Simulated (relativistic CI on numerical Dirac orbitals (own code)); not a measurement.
Calculated at this level of theory: Dirac-Coulomb-Breit CI, orbitals from a KLI potential per configuration, model QED, valence Slater integrals scaled by 0.85, P86 correlation estimate, and configurations built on the next ion tied to the tabulated ionisation energy (semi-empirical) (own radial code, finite nucleus).

Configurations in the expansion (outside the closed core [Xe] 4f14): 5d9, 5d8.6s, 5d8.6p, 5d8.6d, 5d8.7s, 5d8.5f, 5d8.6f, 5d7.6s2, 5d7.6s.6p, 5d8.7p, 5d8.7d, 5d8.5g, 5d7.6s.7s, 5d8.7f, 5d8.6g, 5d7.6p2. Levels of other configurations are missing.

Configurations that consist of the next ion and one excited electron were tied to the tabulated ionisation energy; Rydberg ones are usually within 1,000 to 3,000 cm⁻¹ and the lowest ones within about 6,000 (9,000 in d shells), while levels on excited terms of the next ion carry the error of that term, and the other configurations can be misplaced by 10,000 cm⁻¹ or more. Rates follow the energies as ν³ (E1, M1) or ν⁵ (E2), so rates, branching and lifetimes can be off by large factors. The fine structure of a lone outer electron comes out too small, for d and f at times inverted, and misplaced configurations move strength between like terms.

Outline of the computed level scheme of Pt II. Lowest level of each configuration: 5d9 2D_5/2 at 0.0000 eV; 5d8.6s 4F_9/2 at 1.2148 eV; 5d7.6s2 4F_9/2 at 3.7060 eV; 5d8.6p 4D°_7/2 at 6.7501 eV; 5d7.6s.6p 6D°_9/2 at 7.6521 eV.

Some strong electric-dipole decays among the lowest 45 levels: 5d8.6p 4G°_11/2 → 5d8.6s 4F_9/2 (5.5e+08 s⁻¹); 5d8.6p 4G°_7/2 → 5d8.6s 4F_7/2 (3.7e+08 s⁻¹); 5d8.6p 4D°_7/2 → 5d8.6s 4F_9/2 (2.9e+08 s⁻¹); 5d8.6p 4F°_9/2 → 5d8.6s 4F_9/2 (2.5e+08 s⁻¹); 5d8.6p 2P°_1/2 → 5d8.6s 4F_3/2 (2.3e+08 s⁻¹); 5d8.6p 4D°_5/2 → 5d8.6s 4F_7/2 (2.0e+08 s⁻¹); 5d8.6p 2G°_9/2 → 5d8.6s 4F_9/2 (1.8e+08 s⁻¹); 5d8.6p 2G°_9/2 → 5d8.6s 4F_7/2 (1.4e+08 s⁻¹).

Rates of lines that live on the mixing of spin multiplicities can be off by large factors.

LS names give the leading component of a level, which can be under half, so a name can repeat, a term be missing and a line seem to break the LS rules.
